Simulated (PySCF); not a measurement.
**PbN at ROHF-SCS-MP2**

Computed with ROHF-SCS-MP2; Pb def2-SVP with ECP60, N def2-SVP; scalar-relativistic core potentials (PySCF 2.14).

```json
{"state": "doublet, unpaired electrons π ↑", "bond length": "210.8 pm", "harmonic wavenumber": "540 cm⁻¹", "force constant": "2.25 mdyn/Å", "rotational constant Be": "0.2890 cm⁻¹", "anharmonicity ωexe": "4.00 cm⁻¹", "vibration–rotation constant αe": "0.00267 cm⁻¹", "well depth De to Pb + N": "1.38 eV", "dissociation energy D0": "1.34 eV"}
```

Correlated steps freeze 5 core orbitals. Correlated levels converge slowly with the basis: in double zeta they bind strong bonds too weakly, by up to about 1 eV, and carry superposition errors of some tenths. These are scalar-relativistic numbers at best; spin–orbit coupling would shift them, the dissociation energy most. The state is the lowest determinant that a PBE0 search found; another state may lie lower at other levels.
